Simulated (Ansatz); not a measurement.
Si nanocrystals, hexagonal, H-capped: gap (eV) against size, from Ansatz at PBE-D4/def2-TZVP, gas phase, singlets. N counts the atoms other than H and halogen caps. The structures are stationary points that may keep the symmetry of their start.

| species | geometry | N | N^(−1/3) | gap (eV) |
| --- | --- | --- | --- | --- |
| Si11H18 | PBE-D4/def2-SVP | 11 | 0.450 | 4.23 |
| Si18H24 | PBE-D4/def2-SVP | 18 | 0.382 | 3.67 |
| Si21H28 | PBE-D4/def2-SVP | 21 | 0.362 | 3.64 |
| Si32H38 | PBE-D4/def2-SVP | 32 | 0.315 | 3.23 |
| Si39H44 | PBE-D4/def2-SVP | 39 | 0.295 | 3.05 |

Task: Fit a straight line in N^(−1/3) and predict the value for Si41H46 (N = 41, PBE-D4/def2-SVP geometry).

Result: With x = N^(−1/3) and y = gap (eV): mean x = 0.3608, mean y = 3.564; Σ(x − x̄)(y − ȳ) = 0.1109, Σ(x − x̄)² = 0.01483; slope b = 7.478, intercept a = ȳ − b·x̄ = 0.8659. The residuals of the fitted rows reach 0.07. At x = 0.290 the line gives 0.8659 + (7.478 × 0.290) = 3.03; the run gave 3.02, 0.01 less than the line. R² of the fitted rows is 0.99. The intercept, 0.8659 eV, is the line's value for infinite size, a rough extrapolation from members this small. The gap is the Kohn–Sham HOMO–LUMO difference.
